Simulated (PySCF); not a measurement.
CH4S2Zn, SMILES C[S][Zn][SH]. Geometry: PBE-D3(BJ)/def2-SVP. The values are those of a single conformer.

Computed equilibrium geometry at PBE-D3(BJ)/def2-SVP (PySCF confirms it by a frequency run) as Cartesian coordinates in Å (one conformer of several):
```xyz
8

Zn    -0.1721     0.2052     0.2600
S     -1.6992     1.7586     0.4189
H     -2.6958     0.8297     0.5015
S      1.3641    -1.3317     0.1055
C      1.4548    -1.5144    -1.7289
H      0.4972    -1.8594    -2.1643
H      2.2210    -2.2892    -1.9256
H      1.7748    -0.5796    -2.2279
```
